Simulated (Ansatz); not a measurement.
Relaxation of CH$_{5}$BClN (9 atoms, charge 0, multiplicity 1), to a largest force component of 0.015 eV/Å in at most 40 steps.

These are results of Ansatz, RKS revPBE-D4/cc-pVDZ, not measurements.

```xyz
9
Properties=species:S:1:pos:R:3
C 0.397 0.481 -0.914
N 0.217 -0.746 -0.210
B -0.145 -0.490 1.248
Cl 0.910 -0.917 2.591
H 0.613 0.314 -2.002
H -0.608 1.112 -0.911
H 1.191 1.145 -0.484
H -0.541 -1.255 -0.631
H -1.203 0.095 1.519
```

Problem. Where does it end, and by what steps?

Solution. The forces met the threshold. After 14 steps the energy has fallen by 1.465 eV; H9 moved furthest, 1.47 Å.

```tsv
step	energy less start (eV)	largest force component (eV/Å)	accepted
0	0.0000	2.860	yes
1	-0.2003	1.277	yes
2	-0.2873	0.570	yes
3	-0.4037	0.921	yes
4	-0.5780	0.655	yes
5	-0.7944	0.714	yes
6	-0.9970	0.846	yes
7	-1.2186	0.552	yes
8	-1.3793	0.369	yes
9	-1.4291	0.657	yes
10	-1.4222	1.781	no
11	-1.4604	0.185	yes
12	-1.4648	0.071	yes
13	-1.4651	0.069	yes
14	-1.4652	0.003	yes
```

```xyz
9
Properties=species:S:1:pos:R:3
C 0.491 0.521 -0.928
N -0.381 -0.311 -0.105
B -0.273 -0.639 1.252
Cl 1.088 -0.012 2.243
H 0.910 -0.055 -1.780
H -0.058 1.395 -1.339
H 1.329 0.893 -0.311
H -1.180 -0.702 -0.608
H -1.096 -1.351 1.780
```

The run took 50 s on 1 CPU thread of a shared host.
